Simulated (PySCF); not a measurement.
Point-charge models of `C=C(O[SiH3])[C@H](C)F` against its computed dipole.

Coordinates (PBE0-D3(BJ)/def2-SVP, Å) and charges (e) from the PBE0/pcSseg-1 density (PySCF):

```
atom       x       y       z  Mulliken      IAO  Hirshfeld  ESP-fitted
  C1   0.666  -0.575   1.515   -0.2054  -0.4134    -0.1535     -0.6567
  C2   0.062  -0.396   0.337   +0.0416  +0.1948    +0.0664     +0.2206
  O3   0.670  -0.041  -0.820   -0.6298  -0.5843    -0.1904     -0.3791
 Si4   2.312   0.265  -1.032   +0.6616  +0.8295    +0.3930     +0.5557
  C5  -1.420  -0.560   0.122   +0.2197  +0.1807    +0.0624     +0.3857
  C6  -2.093   0.737  -0.271   -0.2800  -0.4276    -0.1265     -0.4048
  F7  -2.005  -1.049   1.267   -0.3270  -0.3232    -0.0989     -0.2796
  H8   1.744  -0.448   1.643   +0.1359  +0.1453    +0.0408     +0.2290
  H9   0.070  -0.867   2.378   +0.1362  +0.1719    +0.0411     +0.2382
 H10   2.742   1.400  -0.165   -0.0894  -0.1312    -0.0728     -0.0966
 H11   3.113  -0.949  -0.700   -0.0877  -0.1306    -0.0724     -0.1003
 H12   2.452   0.614  -2.469   -0.0882  -0.1112    -0.0667     -0.0903
 H13  -1.557  -1.314  -0.676   +0.1233  +0.1450    +0.0434     +0.0258
 H14  -2.010   1.461   0.552   +0.1234  +0.1488    +0.0418     +0.1277
 H15  -1.610   1.156  -1.164   +0.1339  +0.1564    +0.0454     +0.1093
 H16  -3.157   0.565  -0.489   +0.1317  +0.1490    +0.0467     +0.1155
```

What dipole does each set of charges give (1 e·Å = 4.803 D), and what does the density give?

The full density gives (1.17, 0.81, -1.24) D, 1.88 D in size; dipole vectors point from the negative to the positive end.

```tsv
scheme	μx	μy	μz	size (D)	share of the full size (%)	angle to the full dipole (°)
Mulliken	1.65	1.39	-0.81	2.31	122	21
IAO	2.54	1.33	-2.13	3.58	190	7
Hirshfeld	0.82	0.50	-1.12	1.48	78	9
ESP-fitted	1.19	0.83	-1.24	1.91	101	0
```

Which set comes closest?

Length of the difference vector: ESP-fitted 0.03 D, Hirshfeld 0.48 D, Mulliken 0.87 D, IAO 1.72 D. Closest: ESP-fitted. 

What is left for the Hirshfeld atoms' own dipoles?

The Hirshfeld atoms' densities add up to the full density, so μ = Σ q r + Σ (atomic dipoles). The atomic dipoles sum to (1.17, 0.81, -1.24) − (0.82, 0.50, -1.12) = (0.35, 0.31, -0.12) D, 0.48 D in size.

With the origin at the mean of the coordinates, (-0.001, 0.000, 0.002) Å, which are the largest single terms, by size, of the IAO dipole along the direction of the full one?

Si4 +8.88, F7 +3.92, O3 -2.63, H12 -1.82, C6 +1.66 D; all 16 atoms together +3.55 D. The single terms depend on the origin, their sum doesn't.

Give the size of the full dipole in other units.

1.88 D = 0.741 au = 0.392 e·Å = 6.28 × 10⁻³⁰ C·m.

The structure is a single PBE0-D3(BJ)/def2-SVP conformer in the gas phase; no vibrational or solvent corrections.

The run behind these numbers computed NMR shieldings as well. The run took 66 s on one thread of an Intel Xeon at 2.50 GHz, shared host with 64 logical CPUs at a one-minute load of 63, and the process peaked at 0.81 GiB of memory.

Conformer computed: `[CH2:1]=[C:2]([O:3][SiH3:4])[C@H:5]([CH3:6])[F:7]`: C1–C2–O3–Si4 -1°, C1–C2–C5–C6 116°.
